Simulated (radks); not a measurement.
Results of a calculation; reference values are marked as such.
The table gives one normalised radial function P(r) = r R(r) (large component) of Ru in [Kr] 4d7 5s1 (r in bohr). Level of theory: Dirac Kohn-Sham, PBE, spin-unpolarised, spherical densities, finite nucleus; open shells are shared between the two j in proportion to 2j + 1; Fermi nuclear charge, rms radius 4.4809 fm (a radial shooting solver on a logarithmic mesh with Libxc functionals).

r           P
0.00276    0.0255
0.004252   0.0357
0.006602   0.0483
0.01025    0.0607
0.01592    0.0668
0.02471    0.0555
0.03807    0.0146
0.05911   -0.0560
0.09178   -0.1097
0.1425    -0.0570
0.2213     0.1060
0.3436     0.1514
0.5292    -0.0884
0.8217    -0.2668
1.276      0.0336
1.981      0.4814
3.076      0.5854
4.738      0.3589
7.357      0.1097
11.42      0.0128

Which n and l does it have? It may be an empty orbital.

Answer. n = 5, l = 0: the number of nodes gives n - l - 1 = 4, the rise at small r points to l (this Dirac orbital starts outside the nucleus as r^gamma with gamma = sqrt((l + 1)^2 - (Z/c)^2) = 0.95; the j = 1/2 orbital of l + 1 starts with the same power, but with a smaller coefficient, and then steepens), and the extent must fit the shell. The curve is that of 5s1/2. 5s1/2: eigenvalue -4.240 eV, 4 radial nodes at r = 0.0422, 0.169, 0.467, 1.24 bohr, <r> = 3.39 bohr, 90 % of the charge inside 5.16 bohr.
